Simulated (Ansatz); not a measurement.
Geometry optimisation, Ansatz, RKS PBE/def2-SVP.

Input:

```yaml
crystal:
  periodic: [false, false, false]
  atoms:
    - { symbol: Sn, position_ang: [-0.981488, 0.329838, 0.535419] }
    - { symbol: H, position_ang: [1.626124, -0.566696, 1.587435] }
    - { symbol: O, position_ang: [2.108585, -0.095664, 0.861255] }
    - { symbol: H, position_ang: [1.908972, -0.70281, 0.111895] }
    - { symbol: Cl, position_ang: [-1.087302, 1.820486, -1.35319] }
    - { symbol: Cl, position_ang: [-0.30509, -1.737253, -0.602615] }
basis:
  gaussian: { orbitals: def2-SVP }
hamiltonian:
  xc: pbe
relax:
  f_tol: 0.03
  max_steps: 50
output:
  orbitals: {}
```

Command:

```bash
$ ansatz run input.yaml --threads 2 --pin off --max-ram 3072MiB --backend cpu --events-out ev --progress --plain --runs-dir out
```

**Question.** Where does it end, and by what steps?

**Answer.** The run converged. After 9 steps the energy has fallen by 0.360 eV; O3 moved furthest, 0.53 Å. Joined: Sn1–O3 (3.14 → 2.46 Å).

```
step  energy less start (eV)  largest force component (eV/Å)  accepted
   0                  0.0000                           0.967       yes
   1                 -0.1046                           1.872       yes
   2                 -0.1674                           2.211       yes
   3                 -0.2812                           0.570       yes
   4                 -0.3157                           0.525       yes
   5                 -0.3444                           0.929       yes
   6                 -0.3396                           0.391        no
   7                 -0.3584                           0.278       yes
   8                 -0.3595                           0.147       yes
   9                 -0.3602                           0.026       yes
```

```xyz
6
Properties=species:S:1:pos:R:3
Sn -0.838 0.204 0.608
H 1.904 -0.385 1.566
O 1.608 0.027 0.730
H 1.560 -0.738 0.096
Cl -0.696 1.805 -1.200
Cl -0.268 -1.867 -0.659
```

The run took 16 s on 2 threads of Arm Neoverse V1, on a shared host, peak memory 0.13 GiB.
